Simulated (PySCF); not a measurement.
Species: C₆H₁₀O₂P₂.
Z-matrix (Å and degrees, GFN2-xTB geometry), rows numbered from 1:
```
C 
O   1  1.4107
C   2  1.3399  1  114.85
C   3  1.3458  2  125.38  1   174.28
C   4  1.4464  3  115.03  2   179.07
C   5  1.3404  4  116.65  3    -1.03
C   6  1.4861  5  129.52  4   179.52
P   6  1.8266  5  108.65  4    -2.13
O   8  1.4704  3  119.55  2    57.46
P   8  2.1881  3  106.08  2   -69.81
H   1  1.0887  2  106.42  3   178.44
H   1  1.0977  2  110.88  3    59.30
H   1  1.0938  2  111.03  3   -61.82
H   4  1.0766  3  123.44  2    -3.26
H   5  1.0796  4  120.01  3   176.98
H   7  1.0882  6  110.88  5   -25.26
H   7  1.0903  6  109.36  5  -145.79
H   7  1.0926  6  111.07  5    95.07
H  10  1.3922  8   93.34  3   -62.82
H  10  1.3936  8   89.59  3  -155.84
```

NICS = −σ at a ghost point: NICS(0) at the centroid of the ring atoms, NICS(1) 1 Å to either side along the normal of their mean plane, zz for the tensor component along that normal. Level: GIAO PBE0/pcSseg-1 (PySCF, non-relativistic, gas phase) on the GFN2-xTB geometry, one conformer.

Ring bond lengths (Å), with Mayer bond orders in brackets: C3–C4 1.346 (1.71), C4–C5 1.446 (1.11), C5–C6 1.340 (1.73), C6–P8 1.827 (0.80), P8–C3 1.848 (0.77).

**Question.** Give the NICS values of each ring in ppm.

**Answer.** 
| ring | type | NICS(0) | NICS(1), two faces | NICS(1)zz, two faces | rms pucker (Å) | centre to ring atoms, mean (Å) |
| --- | --- | --- | --- | --- | --- | --- |
| C3–C4–C5–C6–P8 | 5-membered ring with P; formal bonds 2 double, 3 single | 0.1 | -1.9 / -0.5 | 5.1 / 4.6 | 0.02 | 1.32 |

**Question.** What can be read from them?

**Answer.** 
- C3–C4–C5–C6–P8: mean NICS(1)zz 4.9 ppm, deshielded. P8 has four or more neighbours; no verdict on aromaticity is drawn.

**Question.** At the first NICS(1) probe listed for ring C3–C4–C5–C6–P8, 1 Å off the ring, what do the in-plane components average?

**Answer.** The isotropic value is a third of the trace: (3 × -1.9 − (5.1))/2 = -5.4 ppm.

**Question.** How shielded are the nuclei of the rings and their hydrogens (means over atoms taken as equivalent)?

**Answer.** 
```json
{"atoms": "C3", "environment": "vinylic carbon bearing oxygen", "σ isotropic (ppm)": "15.9"}
{"atoms": "C4", "environment": "alkene CH carbon", "σ isotropic (ppm)": "74.4"}
{"atoms": "C5", "environment": "alkene CH carbon", "σ isotropic (ppm)": "49.3"}
{"atoms": "C6", "environment": "fully substituted alkene carbon", "σ isotropic (ppm)": "49.3"}
{"atoms": "P8", "environment": "phosphoryl phosphorus", "σ isotropic (ppm)": "304.9"}
{"atoms": "H14", "environment": "vinylic hydrogen", "σ isotropic (ppm)": "26.05"}
{"atoms": "H15", "environment": "vinylic hydrogen", "σ isotropic (ppm)": "25.44"}
```
